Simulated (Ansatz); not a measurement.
Ge₂ (SMILES [Ge]=[Ge]), triplet, geometry from GFN2-xTB; BLYP/def2-TZVPD (Ansatz, a first-principles code).

Ansatz was given this input:
Ansatz 0.2 input:
```yaml
crystal:
  periodic: [false, false, false]
  atoms:
    - {symbol: Ge, position_ang: [-0.00000000, -0.00000000, -1.16521925]}
    - {symbol: Ge, position_ang: [0.00000000, 0.00000000, 1.16521925]}
basis:
  gaussian:
    orbitals: def2-TZVPD
hamiltonian:
  xc: blyp
magnetization: {spin_polarized: true, initial_magnetization: 2}
```

What the program printed (banner, timings and long lists left out):

```
Functional definition: BLYP
746 factors; their error is unknown
mean field evaluation 1: about -113037.5472 eV, gradient 1.8e1 eV
mean field evaluation 2: about -113037.5027 eV, gradient 1.9e1 eV
mean field evaluation 4: about -113038.1491 eV, gradient 9.7e-1 eV
mean field evaluation 8: about -113038.1497 eV, gradient 2.3e-2 eV
mean field evaluation 16: about -113038.1497 eV, gradient 1.7e-4 eV
mean field evaluation 32: about -113035.9045 eV, gradient 4.2e0 eV
mean field evaluation 64: about -113035.4779 eV, gradient 3.6e0 eV
mean field -113038.14966734 eV, -4154.0753802651 hartree, gradient 8.7e-7 eV, S^2 2.002187; 5 other end points of the search recorded, 0 dependent functions left out
reference -113038.14990845 eV, -4154.0753891257 hartree; 33, 31 occupied and 75, 77 virtual orbitals, 746 factors
Total energy: -113038.14990845 eV, -4154.0753891257 hartree
```
